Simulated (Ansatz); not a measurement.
SiBr2F2, SMILES F[Si](F)(Br)Br.

Geometry optimised at PBE0-D3(BJ)/def2-SVP.

Two levels are set side by side: PBE/def2-TZVPD (Ansatz, a program for electronic structure) and CAM-B3LYP/def2-TZVPD (Ansatz). Energy differences of separate SCF runs at the same geometry; the states with an electron removed or added have multiplicity 2 and 2. Differences are taken from unrounded values.

```
quantity                           CAM-B3LYP
---------------------------------  ---------
vertical ionisation energy (eV)        11.49
vertical singlet–triplet gap (eV)       6.58
```

What does PBE give, and how far is it from CAM-B3LYP? (An estimate is asked for; the answer gives what the named calculation found.)


```csv
quantity,PBE,PBE minus CAM-B3LYP
vertical ionisation energy (eV),10.84,-0.65
vertical singlet–triplet gap (eV),5.84,-0.74
```
